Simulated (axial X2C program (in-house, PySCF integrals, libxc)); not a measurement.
# Spin–orbit effects along a row: molecules with I, CCSD(T)

Computed with an in-house relativistic program for diatomic molecules, spin-free (one-electron X2C) or two-component (2c: spin–orbit coupling with atomic mean-field Coulomb and Gaunt terms, which also bring small scalar terms), in Dyall basis sets with cores contracted in-house; open shells are unrestricted.

Basis sets: Al dyall-v3z, Cl dyall-av3z, I dyall-cv3z, Mg dyall-cv3z, Na dyall-cv3z, Si dyall-v3z. Frozen shells (counts by l): NaI I 4s3p2d, Na 2s1p, 8 electrons correlated; MgI I 4s3p2d, Mg 2s1p, 9 electrons correlated; AlI I 4s3p2d, Al 2s1p, 10 electrons correlated; SiI I 4s3p2d, Si 2s1p, 11 electrons correlated; ICl I 4s3p2d, Cl 2s1p, 14 electrons correlated. Coupled cluster in natural virtuals with an MP2 remainder. Where the outer core of a metal is frozen, bonds come out longer and ionisation energies lower. Frozen cores can differ along the series, which adds to the trend.

```
molecule   spin-free state  Re (Å)  ωe (cm⁻¹)  De (eV)  2c state  Re 2c (Å)  ωe 2c (cm⁻¹)  De 2c (eV)
     NaI    M_S = 0, Λ = 0   2.752      252.0     3.24     Ω = 0      2.755         251.2        2.96
     MgI  M_S = 1/2, Λ = 0   2.593      316.6     2.14   Ω = 1/2      2.596         314.5        1.86
     AlI                 ?       ?          ?        ?         ?          ?             ?           ?
     SiI  M_S = 1/2, Λ = 1   2.463      358.5     3.04   Ω = 1/2      2.463         358.3        2.81
     ICl    M_S = 0, Λ = 0   2.343      383.2     2.24     Ω = 0      2.353         373.0        1.98
```

Estimate the 2c Re and ωe of AlI as the mean of its neighbours in the table.

Re ≈ 2.530 Å, ωe ≈ 336.4 cm⁻¹. The CCSD(T) runs give the row below, so the estimate misses by -0.030 Å and 20.3 cm⁻¹.

```json
{"molecule": "AlI", "spin-free state": "M_S = 0, Λ = 0", "Re (Å)": "2.558", "ωe (cm⁻¹)": "317.4", "De (eV)": "3.79", "2c state": "Ω = 0", "Re 2c (Å)": "2.560", "ωe 2c (cm⁻¹)": "316.1", "De 2c (eV)": "3.50"}
```

Each entry is the lowest single determinant of a limited PBE0 search at one distance. De goes to single-determinant-based atoms at the same level (for ions the charge split of lowest energy) and is withheld (n/a) where an atom does not fit its ground term or J level. Main or longest-lived isotopes. Some light 2c atoms are not at their ground J level, so De misses part of their lowering (0.04 eV or less).
